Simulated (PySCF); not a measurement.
Basis-set dependence of MgBi at PBE0

PySCF, UKS reference; quartet, unpaired electrons σ ↑, π ↑↑; De to Mg + Bi without counterpoise correction.

```
                     basis                           relativity  functions  Re (Å)  ωe (cm⁻¹)  De (eV)  μ (D)
        cc-pVDZ/cc-pVDZ-PP  scalar-relativistic core potentials         41   2.959        183     0.54  -0.83
                  def2-SVP  scalar-relativistic core potentials         44   2.961        183     0.55  -0.80
                 def2-SVPD  scalar-relativistic core potentials         53   2.957        184     0.56  -0.84
aug-cc-pVDZ/aug-cc-pVDZ-PP  scalar-relativistic core potentials         59   2.955        184     0.55  -0.90
```

Problem. How does each smaller set differ from the one with most functions, aug-cc-pVDZ/aug-cc-pVDZ-PP?

Solution. cc-pVDZ/cc-pVDZ-PP: +0.4 pm, -0.5 % in ωe, -0.01 eV in De; def2-SVP: +0.6 pm, -0.5 % in ωe, +0.00 eV in De; def2-SVPD: +0.2 pm, +0.0 % in ωe, +0.01 eV in De. All at PBE0; the set with most functions is neither the basis-set limit nor always the best.

A positive dipole means Mg(−)Bi(+). Spin–orbit coupling is left out, which matters for elements this heavy, above all for dissociation energies. The state is the lowest determinant that a PBE0 search found; another state may lie lower at other levels.
